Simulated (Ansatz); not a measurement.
Reaction (formal exchange of groups at a B–N bond): `OBN[SiH3]` + `[SiH2]1SS1` → `OB[SiH]1SS1` + `N[SiH3]`

Isolated molecules relaxed with PBE0-D4/def2-TZVP in Ansatz; ΔE leaves out vibrations. CCSD(T)/CBS is the MP2 limit (def2-TZVPP, def2-QZVPP) plus CCSD(T) − MP2 in def2-TZVPP, frozen cores. This one scheme is used for every species. DFT in def2-TZVPP. B3LYP here is the variant with VWN-RPA as its local correlation; programs differ in this. Each species was taken in one conformer, which may not be the lowest.

**Question.** Is it downhill or uphill in electronic energy at CCSD(T)/CBS, and by how much? (An estimate is asked.)

**Answer.** Ansatz gave: Uphill: ΔE = +127.4 kJ/mol.

**Question.** What do these levels give: PBE-D4, r2SCAN-D4, B3LYP-D4, PBE-QIDH, BLYP, r2SCAN, LC-ωPBE, MP2/def2-TZVPP, CCSD/def2-TZVPP, CCSD(T)/def2-TZVPP, SCS-MP2/def2-QZVPP, MP2/CBS(def2)? (An estimate is asked.)

**Answer.** Ansatz gave: PBE-D4 113.3, r2SCAN-D4 125.6, B3LYP-D4 126.3, PBE-QIDH 127.7, BLYP 120.7, r2SCAN 125.8, LC-ωPBE 124.7, MP2/def2-TZVPP 131.6, CCSD/def2-TZVPP 130.5, CCSD(T)/def2-TZVPP 128.2, SCS-MP2/def2-QZVPP 132.2, MP2/CBS(def2) 130.8 kJ/mol.

**Question.** What do rigid-rotor, harmonic-oscillator terms from PBE0-D4/def2-TZVP frequencies (298.15 K, 1 bar) make of the CCSD(T)/CBS value? (Estimate.)

**Answer.** Ansatz gave: ΔZPE = +0.7 kJ/mol, ΔH = +130.9 kJ/mol, ΔS = 21 J/(mol·K), ΔG = +124.5 kJ/mol. Modes under 50 cm⁻¹ make the entropy rough.

Largest T1 diagnostic among the species: 0.015.

Leaving LDA and LC-ωPBE aside and taking each functional with its dispersion term where it has one, the values, not all of them listed here, spread over 21.0 kJ/mol, from revPBE-D4 to BHLYP-D4. LDA lies +9.8 kJ/mol from PBE without D4. In def2-TZVPP, CCSD(T) changes the Hartree–Fock value by −13.4 kJ/mol (the triples alone add −2.3 kJ/mol) and MP2 by −10.1 kJ/mol. From r2SCAN to r2SCAN0 (25 % exact exchange), in def2-TZVPP and without D4, ΔE moves by +3.7 kJ/mol.
